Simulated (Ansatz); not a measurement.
**Energy differences in TiCl**

Calculated in Ansatz's Gaussian-basis code. Basis cc-pwCVTZ-DK on Ti, cc-pVTZ-DK on Cl, scalar X2C without spin–orbit coupling, 10 orbitals frozen in the corrections; active space CAS(9,9), shells under the valence barred from it. Restricted Hartree–Fock, then the lowest state-specific CASSCF solution met for each case. Coupled cluster stands on the determinant that it favours, not always the lowest RHF. Single-reference values can break down or jump between states where bonds are stretched. Unlike active orbitals can shift such differences by tenths of an eV, at times by over 1 eV.

Case A, quartet: bond length 2.2650 Å.

Case B, doublet: the shape of A.

Energy less that of case A, in eV:

```csv
case,RHF/ROHF,CASSCF,CCSD(T)
B,+1.754,+0.593,+0.339
```

**Question.** What does SC-NEVPT2 give for these differences?

**Answer.** B: +0.449 eV (10.4 kcal/mol).

**Question.** Which case is lowest, and do the methods agree?

**Answer.** A is lowest in SC-NEVPT2. Of the methods shown, RHF/ROHF, CASSCF, CCSD(T) agree.
